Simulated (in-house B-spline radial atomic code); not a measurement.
O⁺. Computed with a B-spline radial atomic code. Model: non-relativistic spherical atom: semilocal Troullier-Martins pseudo-atom, one channel per l, against all electrons, high spin, G0W0 and RPA with empty states to l = 8, local potential for every l without a channel, a model core (radius 0 = none) keeps its share of the functional.

What the tables leave out is listed at the end.

The pseudopotential gives back the lowest level of each angular momentum of its own functional in the configuration it was made in; a second state of the same l is only approximately right. Exact exchange, RPA and GW see the smooth pseudo-orbitals and miss the exchange with the core, for which the functional's share stands in. The column with an uncorrelated core keeps all orbitals and exact exchange, and so separates missing core correlation from pseudisation. Only the three outermost levels and the lowest empty one were computed. RPA here is direct RPA, with no exchange kernel, and its energies carry an (l + 1/2)⁻⁴ tail. A hybrid on a potential with a model core restores only its own semilocal share of the core's exchange.

Command:
```bash
python run_psgw.py task.json out
```
Settings (lengths in bohr, energies in hartree):
```
Z                      8
electrons              7
configuration          [He] 2s2 2p3
generated_in           [He] 2s2 2p4
functional             pbe,pbe
core_shells            1
radius_factor          1.15
core_correction        True
```

Cost of the run: 14 s on 1 thread of Arm Neoverse N1 (shared host).

Given: made with PBE; model core radius 0.348 bohr; local radius 1.063 bohr; mean-field start PBE.

Valence shells of the generating configuration: 2s, 2p.

Channel: s 1, p 1.418 (radii in bohr).

Computed: largest level miss in the spin-unpolarised generating configuration 0 eV; valence RPA correlation energy pseudo -0.23855 hartree; all-electron RPA polarisability, core included 2.2656 bohr³; pseudo-atom RPA polarisability 2.2675 bohr³.

```tsv
level	occupied	mean-field all-electron (eV)	mean-field pseudo minus all (eV)	G0W0 all-electron (eV)	G0W0 uncorrelated core minus all (eV)	G0W0 pseudo minus all (eV)	exchange self-energy all-electron (eV)	exchange self-energy pseudo (eV)
2p up	1	-26.369	-0.047	-34.434	0.072	0.144	-33.246	-32.091
2s down	1	-35.638	0.098	-43.168	0.059	-0.119	-24.532	-22.17
2p down (empty)	0	-20.609	0.191	-13.972	0.073	0.027	-5.5302	-4.7284
```

Task: What is the valence RPA correlation energy all-electron orbitals?

Result: -0.24052 hartree.

Given: mean-field start PBE0.

Computed: valence RPA correlation energy pseudo -0.22158 hartree; all-electron RPA polarisability, core included 1.9953 bohr³; pseudo-atom RPA polarisability 2.0109 bohr³.

| level | occupied | mean-field all-electron (eV) | mean-field pseudo minus all (eV) | G0W0 all-electron (eV) | G0W0 uncorrelated core minus all (eV) | G0W0 pseudo minus all (eV) | exchange self-energy all-electron (eV) | exchange self-energy pseudo (eV) |
| --- | --- | --- | --- | --- | --- | --- | --- | --- |
| 2p up | 1 | -28.979 | 0.002 | -34.894 | 0.072 | 0.155 | -33.323 | -32.13 |
| 2s down | 1 | -37.594 | 0.178 | -43.237 | 0.06 | 0.011 | -24.453 | -22.097 |
| 2p down (empty) | 0 | -18.228 | 0.089 | -13.609 | 0.068 | 0.061 | -5.3326 | -4.608 |

Task: What is the valence RPA correlation energy all-electron orbitals?

Result: -0.22373 hartree.

Among the listed levels the largest G0W0 shift of the pseudo-atom is +0.15 eV, for 2p up on the PBE0 start, while leaving the core uncorrelated moves that level by +0.07 eV. The rest, +0.08 eV, comes from pseudisation and the lost core exchange. Not in the tables (levels of low weight, unsolved or above zero; the highest and the empty levels are kept at any weight): on PBE the G0W0 levels 2s up (pseudo minus all -0.12 eV, weights 0.18 and 0.17); on PBE0 the G0W0 levels 2s up (pseudo minus all +0.03 eV, weights 0.37 and 0.39); no Hartree-Fock pseudo-atom is run with a model core.
